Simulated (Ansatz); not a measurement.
`[F][Ge]([F])([SH])[SH]` at its PBE0-D4/def2-TZVP geometry, where that method's forces vanish. Charge 0, multiplicity 1.

```xyz
7

F    -1.3202    1.5649    0.5685
Ge   -0.2413    0.2633    0.2529
F    -0.8973   -1.0291    1.1865
S    -0.2733   -0.3795   -1.8357
S     1.7034    0.9419    0.9703
H    -1.2932   -1.2249   -1.6003
H     2.3219   -0.1367    0.4578
```

Q: What forces (eV/Å) does r2SCAN-D4/def2-TZVPP give on these atoms in Ansatz 0.2.0? (An estimate is asked.)

A: The calculation gave: 
```
F1  -0.031  0.041  0.024
Ge2  0.039 -0.016 -0.032
F3  -0.037 -0.043  0.037
S4   0.008 -0.012 -0.067
S5   0.035  0.041  0.029
H6  -0.009 -0.001  0.014
H7  -0.005 -0.009 -0.005
```
